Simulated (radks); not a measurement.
The numbers below are computed, except where a source is named.
Question: Ionisation of La3+, [Xe], to La4+, [Kr] 4d10 5s2 5p5, under several functionals. Scalar-relativistic Kohn-Sham, spin-polarised, spherical densities, finite nucleus; open shells are filled with parallel spins first (spin-orbit coupling, left out, can overturn this in heavy ions); a radial shooting solver on a logarithmic mesh with Libxc functionals. The NIST Atomic Spectra Database gives 50.0 eV (semi-empirical). Rank these functionals by the error of their Delta-SCF ionisation energy: r2SCAN; PW91; exchange-only LDA; LDA (Slater exchange, VWN5 correlation); HCTH/407; MS2 meta-GGA.

Answer: From best to worst: PW91 50.666 eV (+0.716); exchange-only LDA 49.203 eV (-0.747); LDA (Slater exchange, VWN5 correlation) 50.821 eV (+0.871); MS2 meta-GGA 50.930 eV (+0.980); HCTH/407 50.968 eV (+1.018); r2SCAN 51.013 eV (+1.063). Open shells are spherical and high-spin; term and fine-structure splittings are not resolved. Spin-orbit splitting is averaged out at the scalar-relativistic level.
